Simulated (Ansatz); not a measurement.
`B[SiH2][AsH]C`, relaxed with RKS PBE-D4/def2-SVP in Ansatz 0.2.0 from a rough embedded geometry. The force threshold is 0.03 eV/Å; the program also tests the step.

Charge 0, multiplicity 1.

Start:

```xyz
12

B    -1.224   -1.656   -0.508
Si   -0.010   -1.044    0.799
As   -0.282    1.227    1.012
C     0.544    1.708   -0.695
H    -1.229   -1.288   -1.644
H    -2.091   -2.512   -0.211
H    -0.270   -1.671    2.103
H     1.340   -1.301    0.372
H     1.075    1.402    1.839
H     1.537    1.110   -0.771
H    -0.110    1.283   -1.510
H     0.719    2.743   -0.784
```

**Question.** How much energy does the relaxation release, and in how many steps? (Best estimate.)

**Answer.** Ansatz gave: 12.02 kcal/mol, in 12 steps, 1 of them rejected.

**Question.** Which bonds change most? (An estimate is asked.)

**Answer.** The calculation gave: Si2–As3 from 2.297 to 2.435 Å; B1–Si2 from 1.885 to 1.987 Å; Si2–H8 from 1.439 to 1.508 Å; C4–H10 from 1.162 to 1.106 Å.

**Question.** Give the relaxed structure. (Estimate.)

**Answer.** Ansatz gave: 
```xyz
12

B    -1.240   -1.702   -0.528
Si    0.111   -1.200    0.840
As   -0.361    1.183    0.994
C     0.515    1.686   -0.734
H    -0.994   -1.610   -1.716
H    -2.381   -1.971   -0.201
H    -0.109   -1.746    2.226
H     1.558   -1.379    0.456
H     0.915    1.351    1.849
H     1.464    1.146   -0.909
H    -0.188    1.468   -1.561
H     0.710    2.775   -0.716
```
